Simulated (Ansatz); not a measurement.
## What each rung costs, and what it gives

Saddle point of BNH₅ClO₂, closed shell (BNH₅ClO₂ ([NH3][B]([OH])([OH])[Cl]) → BNH₅O₂ ([NH3][B]([OH])[OH]) + Cl; bonds broken: B1–Cl2), PBE0-D4/def2-TZVP structure:

B1  (0.000, 0.290, -0.465)
Cl2  (1.469, -1.703, 0.501)
O3  (-0.732, 0.001, -1.559)
O4  (1.062, 1.130, -0.434)
H5  (-0.078, -0.845, 1.165)
N6  (-0.754, -0.064, 0.846)
H7  (-0.255, 0.179, -2.374)
H8  (1.760, 0.756, 0.123)
H9  (-1.683, -0.439, 0.679)
H10  (-0.789, 0.695, 1.519)
(Å)

Barriers are electronic and count from the start structure reached by relaxing down the imaginary mode.

Ansatz 0.2.0; basis: as named in each row; cores frozen in the correlated methods. B3LYP uses VWN-RPA correlation. Extrapolation: Hartree–Fock as exp(−7.88 √X), correlation as X^−2.97.

Times are rough, for one single point on 4 threads of a shared host (Arm Neoverse V1).

The estimate by CCSD(T) at an estimated basis limit (MP2 extrapolated from triple and quadruple zeta, plus CCSD(T) − MP2 in triple zeta) is 0.641 eV.

```csv
method,basis,time (s),barrier (eV),method less estimate
HF,STO-3G,under 1,1.127,0.486
PBE-D4,STO-3G,under 1,0.281,-0.360
SPW92,def2-SVP,under 1,0.461,-0.180
B3LYP-D4,6-31G,under 1,0.389,-0.252
PBE-D4,def2-SVP,under 1,0.484,-0.157
PBE0-D4,def2-SVP,under 1,0.586,-0.055
SPW92,def2-TZVPP,1,0.466,-0.175
PBE-D4,def2-TZVPP,2,0.496,-0.145
BLYP-D4,def2-TZVPP,2,0.431,-0.210
B3LYP-D4,def2-TZVPP,2,0.495,-0.146
BHLYP-D4,def2-TZVPP,2,0.564,-0.077
PBE0-D4,def2-TZVPP,2,0.572,-0.068
CAM-B3LYP-D4,def2-TZVPP,3,0.542,-0.099
wB97M-V,def2-SVP,3,0.615,-0.026
r2SCAN-D4,def2-TZVPP,4,0.539,-0.102
r2SCAN0-D4,def2-TZVPP,4,0.589,-0.052
CCSD(T),def2-SVP,4,0.766,0.125
B2PLYP,def2-TZVPP,5,0.564,-0.077
PBE-QIDH,def2-TZVPP,5,0.656,0.015
RPA on PBE,def2-TZVPP,5,0.736,0.095
wB97X-V,def2-TZVPP,6,0.639,-0.002
B97M-V,def2-TZVPP,8,0.574,-0.067
wB97M-V,def2-TZVPP,8,0.601,-0.040
MP2,def2-QZVPP,18,0.665,0.024
CCSD(T),def2-TZVPP,140,0.687,0.046
```

All methods are single points on the PBE0-D4 structures.

T1 diagnostic: at most 0.013.

Labels in which every atom is bracketed show which atoms are joined, not bond orders.
